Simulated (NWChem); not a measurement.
System: GaO, doublet; SMILES [O]=[Ga]

Parts of the log:

```
             Northwest Computational Chemistry Package (NWChem) 7.3.0
             --------------------------------------------------------

 ORDER OF PRIMARY AXIS IS BEING SET TO 4
 C4V symmetry detected

                             Geometry "geometry" -> ""
                             -------------------------

 Output coordinates in angstroms (scale by  1.889725989 to convert to a.u.)

  No.       Tag          Charge          X              Y              Z
 ---- ---------------- ---------- -------------- -------------- --------------
    1 Ga                  31.0000     0.00000000     0.00000000    -0.35013046
    2 O                    8.0000     0.00000000     0.00000000     1.35675554

 Effective nuclear repulsion energy (a.u.)      76.8861879188

      Symmetry information
      --------------------

 Group name             C4v
 Group number             18
 Group order               8
 No. of unique centers     2

  pbe96 is a nonlocal functional; adding pw91lda local functional.

                                 NWChem DFT Module
                                 -----------------

 Summary of "ao basis" -> "ao basis" (spherical)
 ------------------------------------------------------------------------------
       Tag                 Description            Shells   Functions and Types
 ---------------- ------------------------------  ------  ---------------------
 Ga                        def2-tzvp                16       48   6s5p4d1f
 O                         def2-tzvp                11       31   5s3p2d1f

      Symmetry analysis of basis
      --------------------------

        a1         27
        a2          0
        b1          8
        b2          8
        e          36

            General Information
            -------------------
          SCF calculation type: DFT
          Wavefunction type:  spin polarized.
          No. of atoms     :     2
          No. of electrons :    39
           Alpha electrons :    20
            Beta electrons :    19
          Charge           :     0
          Spin multiplicity:     2
          Use of symmetry is: on ; symmetry adaption is: on
          Maximum number of iterations: 150
          AO basis - number of functions:    79
                     number of shells:    27
          Convergence on energy requested:  1.00D-06
          Convergence on density requested:  1.00D-05
          Convergence on gradient requested:  5.00D-04

              XC Information
              --------------
                        RevPBE Exchange Functional  1.000
            Perdew 1991 LDA Correlation Functional  1.000 local
           PerdewBurkeErnz. Correlation Functional  1.000 non-local

             Grid Information
             ----------------
          Grid used for XC integration:  medium
          Radial quadrature: Mura-Knowles
          Angular quadrature: Lebedev.
          Tag              B.-S. Rad. Rad. Pts. Rad. Cut. Ang. Pts.
          ---              ---------- --------- --------- ---------
          Ga                  1.30      112           7.0       590
          O                   0.60       49           8.0       434
          Grid pruning is: on
          Number of quadrature shells:   161
          Spatial weights used:  Erf1

      Superposition of Atomic Density Guess
      -------------------------------------

 Sum of atomic energies:       -1998.00899153

      Non-variational initial energy
      ------------------------------

 Total energy =   -1997.883247
 1-e energy   =   -2941.380214
 2-e energy   =     866.610779
 HOMO         =      -0.270155
 LUMO         =       0.024126

   Symmetry analysis of molecular orbitals - initial alpha
   -------------------------------------------------------

 !! scf_movecs_sym_adapt:   16 vectors were symmetry contaminated

  Symmetry fudging

 !! scf_movecs_sym_adapt:   16 vectors were symmetry contaminated

  Numbering of irreducible representations:

     1 a1          2 a2          3 b1          4 b2          5 e

  Orbital symmetries:

     1 a1          2 a1          3 a1          4 e           5 e
     6 a1          7 a1          8 a1          9 e          10 e
    11 a1         12 e          13 e          14 b1         15 b2
    16 a1         17 a1         18 e          19 e          20 a1
    21 e          22 e          23 a1         24 b2         25 b1
    26 a1         27 a1         28 e          29 e          30 e

   Symmetry analysis of molecular orbitals - initial beta
   ------------------------------------------------------

 !! scf_movecs_sym_adapt:   16 vectors were symmetry contaminated

  Symmetry fudging

 !! scf_movecs_sym_adapt:   16 vectors were symmetry contaminated

  Numbering of irreducible representations:

     1 a1          2 a2          3 b1          4 b2          5 e

  Orbital symmetries:

     1 a1          2 a1          3 a1          4 e           5 e
     6 a1          7 a1          8 a1          9 e          10 e
    11 a1         12 e          13 e          14 b1         15 b2
    16 a1         17 a1         18 e          19 e          20 a1
    21 e          22 e          23 a1         24 b2         25 b1
    26 a1         27 a1         28 e          29 e          30 e

     ---------------------------------------------
      Total Density - Mulliken Population Analysis
     ---------------------------------------------

    Atom       Charge   Shell Charges
 -----------   ------   -------------------------------------------------------
    1 Ga  31    29.77   2.00  2.00  1.17  0.80  0.73  0.65  5.98  4.43  1.57  0.26  0.08  8.88  1.13 -0.01  0.05  0.03
    2 O    8     9.23   0.80  1.18  0.63  1.01  0.27  2.08  2.23  1.03  0.00  0.01  0.00

     --------------------------------------------
      Spin Density - Mulliken Population Analysis
     --------------------------------------------

[...]
```

Level: revPBE/def2-TZVP, spin-unrestricted. Structure relaxed at the PBE0/def2-SVP, spin-unrestricted level. No stability test was run on the SCF state.

Q: Which NWChem input produces such a log?

A: Several could match; the one computed here: the input that was run:
```
start job
memory heap 200 mb stack 900 mb global 1100 mb
geometry units angstroms noautoz
  Ga     0.000000     0.000000    -0.367999
  O      0.000000     0.000000     1.338887
end
basis spherical
  Ga library def2-tzvp
  O library def2-tzvp
end
dft
  odft
  mult 2
  xc revpbe cpbe96
  iterations 150
  mulliken
end
task dft energy
```
